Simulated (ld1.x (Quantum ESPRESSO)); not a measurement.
## Which change was made? (Al, PAW)

aluminium (Al), PAW, made with ld1.x (Quantum ESPRESSO) 7.5 (PBE, scalar-relativistic). Core [Ne], reference 3s1 3p2. Waves: 3s (bound): rcut 1.20, rcutus 1.65 bohr; 3s channel at -0.25 Ry: rcut 1.20, rcutus 1.65 bohr; 3p (bound): rcut 2.55, rcutus 2.70 bohr; 3p channel at 1 Ry: rcut 2.55, rcutus 2.70 bohr; 3d channel at 0.3 Ry: rcut 2.30, rcutus 2.75 bohr. Local part: all-electron potential smoothed inside 2.15 bohr (lloc = -1). Core correction: Bessel-smoothed model core inside 1.00 bohr. Augmentation charge: PSQ, radius 1.25 bohr.

Cutoffs, loose and tight: the cutoffs (Ry, on a coarse ladder) from which the occupation-weighted sum of valence levels, in a spherical-Bessel basis at the reference potential, stays within 10 and 1 mRy of its value at 400 Ry. They do not see the model core or the augmentation charge, which bear on the density cutoff. Test errors are all-electron minus pseudo excitation energies from the reference, over the configurations 3s2 3p1; 3s2 3p0; 3s1 3p0; 3s1 3p1; 3s0 3p3; 3s2 3p1.3; 3s2 3p0.5; variants that change the core or the reference have their own tests. The largest error is taken over the tests solved by every variant that gives reliable tests at all, those not shown here included: 3s0 3p3; 3s1 3p0; 3s1 3p1; 3s2 3p0; 3s2 3p0.5.

The base gives: outcome: generated; cutoff, loose: 8 Ry; cutoff, tight: 15 Ry; bound ghosts: none; largest test error (meV): -11.

Task: After one change the result is: outcome: generated; cutoff, loose: 6 Ry; cutoff, tight: 10 Ry; bound ghosts: s; largest test error (meV): -11. Which change was it?
A. reference 3s2 3p0
B. waves 3s (bound): rcut 1.20, rcutus 2.26 bohr; 3s channel at -0.25 Ry: rcut 1.20, rcutus 2.26 bohr
C. core [He], valence charge 11; reference 2s2 2p6 3s2 3p1; waves now 2s (bound): rcut 1.20, rcutus 1.35 bohr; 3s (bound): rcut 1.20, rcutus 1.35 bohr; 2p (bound): rcut 1.05, rcutus 1.20 bohr; 3p (bound): rcut 1.05, rcutus 1.20 bohr; 3d channel at 0.3 Ry: rcut 0.95, rcutus 1.15 bohr; 3d channel at 1.95 Ry: rcut 0.95, rcutus 1.15 bohr; local potential all-electron potential smoothed inside 1.30 bohr (lloc = -1); core correction Bessel-smoothed model core inside 0.60 bohr; augmentation PSQ, radius 1.10 bohr
D. local potential all-electron potential smoothed inside 1.64 bohr (lloc = -1)

Result: D. The others give: core [He], valence charge 11; reference 2s2 2p6 3s2 3p1; waves now 2s (bound): rcut 1.20, rcutus 1.35 bohr; 3s (bound): rcut 1.20, rcutus 1.35 bohr; 2p (bound): rcut 1.05, rcutus 1.20 bohr; 3p (bound): rcut 1.05, rcutus 1.20 bohr; 3d channel at 0.3 Ry: rcut 0.95, rcutus 1.15 bohr; 3d channel at 1.95 Ry: rcut 0.95, rcutus 1.15 bohr; local potential all-electron potential smoothed inside 1.30 bohr (lloc = -1); core correction Bessel-smoothed model core inside 0.60 bohr; augmentation PSQ, radius 1.10 bohr → outcome: generated; cutoff, loose: 80 Ry; cutoff, tight: 140 Ry; bound ghosts: none; largest test error (meV): test run stopped at test 1 of 7 (negative rho) | reference 3s2 3p0 → outcome: generated; cutoff, loose: 10 Ry; cutoff, tight: 15 Ry; bound ghosts: none; largest test error (meV): -13 | waves 3s (bound): rcut 1.20, rcutus 2.26 bohr; 3s channel at -0.25 Ry: rcut 1.20, rcutus 2.26 bohr → outcome: generated; cutoff, loose: 6 Ry; cutoff, tight: 8 Ry; bound ghosts: none; largest test error (meV): -11.
